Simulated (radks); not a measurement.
Spherical quantum dot in the effective-mass picture: electrons in a hard-walled sphere of radius 1.4, with a point charge +1 (a donor) at the centre, all in effective atomic units (hartree* = m*/eps^2 hartree, bohr* = eps/m* bohr), one dielectric constant everywhere. Calculated with a radial shooting solver with Libxc functionals: non-relativistic Kohn-Sham, LDA (Slater exchange, Perdew-Wang correlation), spin-polarised, spherical densities. Levels are named by radial order and angular momentum (1s, 1p, 1d, 2s, ...), and open shells are averaged over m. Results are scaled to m* = 0.04 and eps = 7.3, for which hartree* = 20.43 meV and bohr* = 9.657 nm.

N = 3, configuration 1s2 1p(up 1, down 0). This is the lowest configuration that the search found. Occupied and some empty levels:

level    occupation  eigenvalue (meV)  <r> (nm)
1s up             1            72.120     6.479
1s down           1            74.838     6.455
1p up             1            130.31     7.980
1p down           0            133.43     7.978
1d up             0            198.51     8.762
1d down           0            201.67     8.765
2s up             0            216.70     6.695
2s down           0            218.81     6.709
1f up             0            279.74     9.287
1f down           0            282.83     9.292

Energy (meV): total 177.008, kinetic 210.19, external -104.38, Hartree 113.57, exchange-correlation -42.375.

Electron density:

r (nm)  n(r) (e/nm^3)
0.635        0.002264
1.31         0.001986
1.99         0.001757
2.67         0.001564
3.34         0.001399
4.02         0.001254
4.70         0.001121
5.38        0.0009943
6.05        0.0008712
6.73        0.0007492
7.41        0.0006285
8.09        0.0005103
8.76        0.0003977
9.44        0.0002938
10.1        0.0002024
10.8        0.0001269
11.5       0.00006899
12.1       0.00002928
12.8        7.009e-06
13.5        1.041e-08
